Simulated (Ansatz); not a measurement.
Relaxation of AsH₆NSi (9 atoms, charge 0, multiplicity 1), to a largest force component of 0.02 eV/Å in at most 50 steps.

Theory: RKS r2SCAN-D4/def2-SVP (Ansatz 0.2.0).

```xyz
9
Properties=species:S:1:pos:R:3:forces:R:3
Si -0.478 0.616 -0.677 1.27 1.86 0.85
N 1.023 0.432 0.181 0.09 -1.75 1.45
As 0.831 -1.012 1.404 -0.14 4.04 -4.35
H -0.804 -0.556 -1.422 -0.77 -1.35 -0.78
H -0.383 1.755 -1.671 0.03 -0.23 0.19
H -1.592 1.013 0.265 -0.35 -0.27 -0.03
H 2.320 -1.121 1.688 -0.63 -0.64 0.68
H -0.455 -0.487 2.002 0.01 -0.51 1.44
H 0.186 -1.955 0.428 0.50 -1.16 0.56
```

Task: Where does it end, and by what steps?

Result: The forces met the threshold. After 7 steps the energy has fallen by 2.138 eV; H8 moved furthest, 0.72 Å.

```tsv
step	energy less start (eV)	largest force component (eV/Å)	accepted
0	0.0000	4.353	yes
1	-1.3575	2.555	yes
2	-1.7569	3.058	yes
3	-2.0618	0.644	yes
4	-2.1158	0.162	yes
5	-2.1361	0.124	yes
6	-2.1377	0.033	yes
7	-2.1378	0.017	yes
```

```xyz
9
Properties=species:S:1:pos:R:3
Si -0.579 0.775 -0.836
N 0.790 0.312 0.098
As 0.820 -0.936 1.242
H -1.111 -0.318 -1.727
H -0.178 1.913 -1.716
H -1.756 1.233 -0.014
H 2.189 -1.059 1.860
H -0.073 -0.859 2.481
H 0.545 -2.377 0.810
```

The run took 48 s on 2 threads of Arm Neoverse N1, with other jobs on the host, peak memory 0.17 GiB.
